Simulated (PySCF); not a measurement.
## Atomic charges by several schemes

Species: C4H9NSi.
Geometry (GFN2-xTB, Å), atoms numbered from 1 in this order:
```
atom  x, y, z in Å
C1    -1.335    2.223   -0.570
C2    -0.964    1.189   -0.095
C3    -0.461   -0.091    0.391
C4    -1.573   -1.145    0.338
N5     0.689   -0.533   -0.372
Si6    2.301   -0.047   -0.030
H7    -1.673    3.138   -0.958
H8    -0.131    0.040    1.429
H9    -2.411   -0.845    0.963
H10   -1.926   -1.264   -0.685
H11   -1.187   -2.098    0.690
H12    0.441   -0.705   -1.336
H13    2.533   -0.413    1.369
H14    3.105   -0.827   -0.968
H15    2.586    1.387   -0.189
```

Density: PBE0/pcSseg-1 (PySCF); schemes: Mulliken, IAO, Hirshfeld and ESP-fitted. One conformer (not necessarily the lowest) at the GFN2-xTB geometry, without solvent, vibrations or thermal averaging.

Question: What partial charge does each atom carry?

Answer: In e; atoms taken as equivalent share a row and are averaged (×n: the atom named and its like, n in all):

```json
{"atom": "C1", "environment": "terminal alkyne carbon", "Mulliken": "-0.362", "IAO": "-0.253", "Hirshfeld": "-0.123", "ESP-fitted": "-0.338"}
{"atom": "C2", "environment": "alkyne carbon", "Mulliken": "+0.274", "IAO": "-0.046", "Hirshfeld": "-0.045", "ESP-fitted": "-0.221"}
{"atom": "C3", "environment": "sp3 carbon bound to nitrogen", "Mulliken": "-0.127", "IAO": "-0.003", "Hirshfeld": "+0.038", "ESP-fitted": "+0.617"}
{"atom": "C4", "environment": "methyl carbon", "Mulliken": "-0.189", "IAO": "-0.414", "Hirshfeld": "-0.117", "ESP-fitted": "-0.660"}
{"atom": "N5", "environment": "silicon-bound nitrogen", "Mulliken": "-0.623", "IAO": "-0.667", "Hirshfeld": "-0.236", "ESP-fitted": "-0.835"}
{"atom": "Si6", "environment": "SiH3 silicon", "Mulliken": "+0.623", "IAO": "+0.750", "Hirshfeld": "+0.344", "ESP-fitted": "+0.537"}
{"atom": "H7", "environment": "alkyne hydrogen", "Mulliken": "+0.045", "IAO": "+0.200", "Hirshfeld": "+0.090", "ESP-fitted": "+0.280"}
{"atom": "H8", "environment": "methine hydrogen", "Mulliken": "+0.145", "IAO": "+0.157", "Hirshfeld": "+0.054", "ESP-fitted": "+0.050"}
{"atom": "H9/H10/H11", "environment": "methyl hydrogen", "Mulliken": "+0.118", "IAO": "+0.148", "Hirshfeld": "+0.044", "ESP-fitted": "+0.173"}
{"atom": "H12", "environment": "N–H hydrogen", "Mulliken": "+0.196", "IAO": "+0.256", "Hirshfeld": "+0.113", "ESP-fitted": "+0.389"}
{"atom": "H13/H14/H15", "environment": "Si–H hydrogen", "Mulliken": "-0.112", "IAO": "-0.141", "Hirshfeld": "-0.084", "ESP-fitted": "-0.113"}
```

Mean size of the charges over all atoms: ESP-fitted 0.319 e, IAO 0.241 e, Mulliken 0.218 e, Hirshfeld 0.103 e. Each set sums to the total charge, 0, to within 0.001 e. The ESP scheme fits charges at the nuclei, held to the total charge, to the electrostatic potential on points at 1.4 to 2.0 times the van der Waals radii.

Some averages cover members that differ in this geometry: H13/H14/H15, IAO -0.158 to -0.126 e.

Lowest charge. All schemes agree: Mulliken N5 (-0.623); IAO N5 (-0.667); Hirshfeld N5 (-0.236); ESP-fitted N5 (-0.835).

Highest charge. The schemes don't all agree: Mulliken Si6 (+0.623); IAO Si6 (+0.750); Hirshfeld Si6 (+0.344); ESP-fitted C3 (+0.617).

Question: Sum the charges by element, for elements with more than one atom.

Answer: 
| element | atoms | Mulliken | IAO | Hirshfeld | ESP-fitted |
| --- | --- | --- | --- | --- | --- |
| C | 4 | -0.403 | -0.716 | -0.246 | -0.602 |
| H | 9 | +0.403 | +0.634 | +0.138 | +0.899 |

Question: How closely do the schemes follow one another over all atoms?

Answer: Correlation coefficient and root-mean-square difference: IAO with Hirshfeld 0.98, 0.190 e; Mulliken with IAO 0.92, 0.124 e; Mulliken with Hirshfeld 0.89, 0.174 e; IAO with ESP-fitted 0.86, 0.199 e; Hirshfeld with ESP-fitted 0.85, 0.291 e; Mulliken with ESP-fitted 0.70, 0.281 e.
